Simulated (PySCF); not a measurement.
Compound: MeHSiCl2, CH₄Cl₂Si.
Bonds: C1–Si2, Si2–Cl3, Si2–Cl4. Hydrogens: H5, H6, H7 on C1; H8 on Si2.

Method used: TDDFT CAM-B3LYP/def2-SVPD, vertical, gas phase, core orbitals frozen in the response in PySCF 2.14.0, density-fitted response routines. Isolated species at its GFN2-xTB geometry, gas phase.

Question: What does the calculation give for the low-lying excited states?

Answer: 

```
state  E (eV)  E (kJ/mol)  λ (nm)       f  |μ| (D)  symmetry   main configurations (H = HOMO, L = LUMO)
   S1    8.01         772   154.9   0.016     0.73        A′                                H→L+1 (85%)
   S2    8.16         787   152.0  0.0007     0.15         –                                H→L+2 (84%)
   S3    8.47         817   146.4   0.070     1.48        A′                                  H→L (84%)
   S4    8.47         817   146.4   0.044     1.17        A″  H-1→L+1 (61%), H-1→L (15%), H-3→L+2 (14%)
   S5    8.72         842   142.1  0.0001     0.06         –                              H-2→L+1 (75%)
   S6    8.76         845   141.5   0.072     1.48        A′               H-1→L+2 (66%), H-3→L+1 (16%)
   S7    8.96         865   138.3   0.029     0.93        A′  H-3→L+1 (60%), H-1→L+2 (16%), H→L+3 (10%)
   S8    8.98         866   138.1  0.0038     0.33        A″                 H-1→L (65%), H-1→L+1 (16%)
```

Triplets (Tamm–Dancoff): T1 7.65 eV, H→L+1 (80%); T2 7.76 eV, H→L+2 (75%); T3 7.93 eV, H-1→L+1 (72%), H-1→L (8%).

The lowest singlet lies at 8.01 eV (155 nm, vacuum ultraviolet) and is weak; its leading configuration is HOMO→LUMO+1 (85%). The largest oscillator strength of a single state is 0.072. S3/S4 lie within about 0.01 eV of each other. Löwdin shares by element: HOMO chlorine 49%, carbon 19%, silicon 16% (atoms not listed hold the other 15%); LUMO silicon 33%, chlorine 30%, carbon 15% (atoms not listed hold the other 21%). Orbital energies (eV): HOMO-3 -11.11, HOMO-2 -11.04, HOMO-1 -10.67, HOMO -10.23, LUMO 1.09, LUMO+1 1.28, LUMO+2 1.45. The oscillator strengths of these states sum to 0.237; summed over the whole spectrum of an exact calculation they would give the number of electrons, 58 (Thomas–Reiche–Kuhn). The listed states span 0.97 eV, and the widest gap between neighbours is 0.31 eV (S2 to S3). Symmetry labels in Cs follow from the direction of the transition dipole and are given only for states with f of 0.002 or more. Only the lowest 8 singlets were computed, as vertical energies without vibronic structure.
